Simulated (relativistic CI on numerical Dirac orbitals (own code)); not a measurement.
**Transition arrays of Sb XV**

Calculated at this level of theory: Dirac-Coulomb-Breit CI, orbitals from a KLI potential per configuration, model QED (radiative potential, 1s self-energy scaled to tabulated hydrogen-like ionisation energies), valence Slater integrals scaled by 0.9, whole transition arrays (own radial code, finite nucleus).

Configurations in the expansion (outside the closed core [Ar] 3d10 4s2): 4p6 4d, 4p6 4f, 4p5 4d2, 4p6 5p, 4p6 5f. Levels of other configurations are missing.

All E1 lines from the levels of 4p6 4d; mean and standard deviation are weighted by gf, and upper levels are sorted by their leading configuration.

```csv
Upper configuration,Lines,Σgf,Mean (eV),Mean (nm),σ (eV),Strongest line (nm)
4p5 4d2,63,64.5,99.41,12.472,3.87,12.332
4p6 5p,3,1.1,112.79,10.993,1.00,10.937
4p6 5f,3,0.4,176.56,7.022,0.87,7.049
```

Σgf per state of the lower configuration in bins of 0.1 nm over the central range (centre: value): 10.95: 0.06, 11.15: 0.04, 12.15: 0.71, 12.25: 0.18, 12.35: 3.15, 12.45: 0.56, 12.55: 1.58.

Q: How do configuration mixing and the scaling of the Slater integrals move the arrays?

A: Slater scale 0.9, no configuration mixing: 4p6 4f 87.6 ± 0.9 eV (Σgf 8.6), 4p5 4d2 96.9 ± 5.7 eV (Σgf 52.7), 4p6 5p 112.8 ± 1.0 eV (Σgf 1.4), 4p6 5f 176.5 ± 0.9 eV (Σgf 0.6); Slater scale 1: 4p5 4d2 101.5 ± 3.9 eV (Σgf 65.9), 4p6 5p 112.8 ± 1.0 eV (Σgf 1.0), 4p6 5f 176.6 ± 0.9 eV (Σgf 0.3); Slater scale 0.8: 4p5 4d2 97.3 ± 3.9 eV (Σgf 63.0), 4p6 5p 112.8 ± 1.0 eV (Σgf 1.1), 4p6 5f 176.6 ± 0.9 eV (Σgf 0.4). With mixing, levels are counted to their leading configuration, so an array can shrink or vanish into another, and the sums then hold other lines.
